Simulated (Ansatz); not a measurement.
`C#C[SiH](C)Cl` + `N=C=O` → `C[SiH](Cl)N=C=O` + `C#C` at 600 K and 1 bar (ligand exchange at the Si–C bond).

Program: Ansatz. Geometries: PBE0-D4/def2-TZVP. ΔE: electronic, gas phase. CBS: MP2 limit from def2 TZ/QZ plus the TZ coupled-cluster correction, frozen cores. This one scheme is used for every species. One conformer a species, not always the lowest.

```csv
species,CCSD(T)/CBS energy (Eh),H − E (kJ/mol),S (J/(mol·K))
`C#C[SiH](C)Cl`,-866.03655,236.8,440.4
`N=C=O`,-168.51995,83.3,274.5
`C[SiH](Cl)N=C=O`,-957.35236,226.4,474.4
`C#C`,-77.22717,96.2,235.4
```

H − E and S are ideal-gas, rigid-rotor, harmonic terms from PBE0-D4/def2-TZVP, for one conformer and one mirror image of each species. 1 Eh = 2625.50 kJ/mol, R = 8.31446 J/(mol·K).

By hand: ΔE, ΔH, ΔS and ΔG.

ΔE = (-957.35236) + (-77.22717) − (-866.03655) − (-168.51995) = -0.02303 Eh = -60.5 kJ/mol. Δ(H − E) = 226.4 + 96.2 − 236.8 − 83.3 = 2.5, so ΔH = -58.0 kJ/mol. ΔS = 474.4 + 235.4 − 440.4 − 274.5 = -5.1 J/(mol·K). ΔG = -58.0 − 600 × (-5.1)/1000 = -54.9 kJ/mol.

By hand: the equilibrium constant, and the temperature at which ΔG would vanish if ΔH and ΔS stayed fixed.

log₁₀ K = −ΔG/(RT ln 10) = 4.8. ΔG = 0 at ΔH/ΔS = 11373 K, far beyond where these terms or the molecules hold.

The number of gas molecules stays the same, so ΔS is small and ΔH decides. A doubt of 5 kJ/mol in ΔE shifts log₁₀ K by 0.4 here. Other conformers and mirror images would add mixing entropy, several J/(mol·K) or more a flexible species. Modes under 60 cm⁻¹, often nearly free rotors, make the harmonic entropy too high. These are equilibria of isolated gas molecules and say nothing of rates. Largest T1 diagnostic: 0.018 (customary marks: 0.02 for closed shells, 0.045 for open ones).
